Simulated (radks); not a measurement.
Spherical jellium clusters: N electrons in a uniform positive sphere of charge N and radius rs N^(1/3), rs = 3.19 bohr. Calculated with a radial shooting solver with Libxc functionals: non-relativistic Kohn-Sham, PBEsol, spin-polarised, spherical densities. Levels are named by radial order and angular momentum (1s, 1p, 1d, 2s, ...), and open shells are averaged over m.

N = 23, configuration 1s2 1p6 1d10 2s2 1f(up 3, down 0). This is the lowest configuration that the search found. Occupied levels:

level,occupation,eigenvalue (eV),<r> (bohr)
1s up,1,-6.8120,5.666
1s down,1,-6.7031,5.467
1p up,3,-5.7153,6.696
1p down,3,-5.5247,6.561
1d up,5,-4.3263,7.456
1d down,5,-4.0783,7.373
2s up,1,-3.6333,6.260
2s down,1,-3.4836,6.317
1f up,3,-2.7188,8.161

Energy (eV): total -38.5927, kinetic 60.283, external -1866.4, Hartree 916.40, exchange-correlation -100.97, background 952.05.

Electron density:

r (bohr),n(r) (e/bohr^3)
1.04,0.009295
2.15,0.007961
3.26,0.006995
4.37,0.007142
5.48,0.007891
6.59,0.007795
7.71,0.005955
8.82,0.003252
9.93,0.001293
11.0,0.0004219
12.2,0.0001261
13.3,0.00003671
14.4,0.00001061
